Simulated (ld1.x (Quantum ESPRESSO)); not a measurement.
Mn (Z = 25): one change to a TM potential, before and after

```json
{"Element": "manganese (Mn)", "Generator": "ld1.x (Quantum ESPRESSO) 7.5", "Type": "norm-conserving Troullier–Martins (Kleinman–Bylander form)", "Functional": "PBEsol", "Relativity": "scalar-relativistic", "Frozen core": "[Ar]", "Valence charge": "7", "Reference configuration": "3d5 4s0 4p0 (charge +2)", "Partial waves": "4p (bound, empty): rc 2.75 bohr; 3d (bound): rc 1.45 bohr; 4f channel at 0.05 Ry: rc 2.70 bohr; 4s (bound, empty): rc 2.15 bohr", "Local potential": "the s channel", "Core correction": "none"}
```

Change: wave 3d (bound): rc 1.45 bohr becomes 3d (bound): rc 1.70 bohr.

Cutoffs: the cutoffs (Ry, on a coarse ladder) from which the occupation-weighted sum of valence levels, in a spherical-Bessel basis at the reference potential, stays within 10 and 1 mRy of its value at 400 Ry; they do not see the model core or the augmentation charge, which bear on the density cutoff. Errors are all-electron minus pseudo energies relative to the spin-unpolarised reference configuration.

How do hardness, ghosts and transferability respond?

The potential gets softer (110 Ry and 160 Ry → 90 Ry and 140 Ry); of the 7 tests that both files solve, the error grows in 0 and shrinks in 2 by more than 15 % and 0.3 meV (median size 130.8 → 135.7 meV); neither file shows a bound ghost. A larger radius leaves more room for a smooth pseudo-wave, so fewer plane waves are needed.

| quantity | base | changed |
| --- | --- | --- |
| cutoff, loose | 110 Ry | 90 Ry |
| cutoff, tight | 160 Ry | 140 Ry |
| bound ghosts | none | none |
| error for 3d5 4s2 4p0, meV [ΔE -23.94 eV] | +172 | +179 |
| error for 3d5 4s1 4p0, meV [ΔE -15.51 eV] | +80 | +83 |
| error for 3d4 4s0 4p0, meV [ΔE 32.48 eV] | -391 | -321 |
| error for 3d5 4s0 4p1, meV [ΔE -10.75 eV] | +49 | +50 |
| error for 3d5 4s1 4p1, meV [ΔE -20.06 eV] | +128 | +132 |
| error for 3d5 4s1.5 4p0, meV [ΔE -20.57 eV] | +131 | +136 |
| error for 3d4 4s2 4p1, meV [ΔE -16.12 eV] | -289 | -177 |
| s: phases at 3.00 bohr within 0.05 rad from the reference energy up to (Ry; the scan ends near 5) | 0.9 | 0.9 |
| p: phases at 3.00 bohr within 0.05 rad from the reference energy up to (Ry; the scan ends near 5) | 2.4 | 2.4 |
| d: phases at 3.00 bohr within 0.05 rad from the reference energy up to (Ry; the scan ends near 5) | -0.7 | -0.7 |
| f: phases at 3.00 bohr within 0.05 rad from the reference energy up to (Ry; the scan ends near 5) | 3.7 | 3.7 |
